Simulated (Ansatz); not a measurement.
`COBC=O` + H₂ → `BC=O` + CH₃OH at 500 K and 1 bar (hydrogenolysis of a B–O bond).

Calculated with Ansatz (gas phase, PBE0-D4/def2-TZVP geometries, no zero-point term in ΔE). CBS: MP2 limit from def2 TZ/QZ plus the TZ coupled-cluster correction, frozen cores. This one scheme is used for every species. Each species was taken in one conformer, which may not be the lowest.

```tsv
species	CCSD(T)/CBS energy (Eh)	H − E (kJ/mol)	S (J/(mol·K))
`COBC=O`	-254.25700	235.3	382.3
H₂	-1.17544	41.0	145.5
`BC=O`	-139.76288	127.0	302.2
CH₃OH	-115.61712	157.0	265.4
```

H − E and S are ideal-gas, rigid-rotor, harmonic terms from PBE0-D4/def2-TZVP, for one conformer and one mirror image of each species. The MP2-based limit puts H₂ 0.8 mEh under its directly extrapolated value; such offsets cancel only in part. 1 Eh = 2625.50 kJ/mol, R = 8.31446 J/(mol·K).

**Question.** By hand: ΔE, ΔH, ΔS and ΔG.

**Answer.** ΔE = (-139.76288) + (-115.61712) − (-254.25700) − (-1.17544) = 0.05244 Eh = 137.7 kJ/mol. Δ(H − E) = 127.0 + 157.0 − 235.3 − 41.0 = 7.7, so ΔH = 145.4 kJ/mol. ΔS = 302.2 + 265.4 − 382.3 − 145.5 = 39.8 J/(mol·K). ΔG = 145.4 − 500 × (39.8)/1000 = 125.5 kJ/mol.

**Question.** By hand: the equilibrium constant, and the temperature at which ΔG would vanish if ΔH and ΔS stayed fixed.

**Answer.** log₁₀ K = −ΔG/(RT ln 10) = -13.1. ΔG = 0 at ΔH/ΔS = 3653 K, far beyond where these terms or the molecules hold.

ΔH outweighs TΔS. A doubt of 5 kJ/mol in ΔE shifts log₁₀ K by 0.5 here. Other conformers and mirror images would add mixing entropy, several J/(mol·K) or more a flexible species. Modes under 60 cm⁻¹, often nearly free rotors, make the harmonic entropy too high. These are equilibria of isolated gas molecules and say nothing of rates. Largest T1 diagnostic: 0.021 (customary marks: 0.02 for closed shells, 0.045 for open ones).
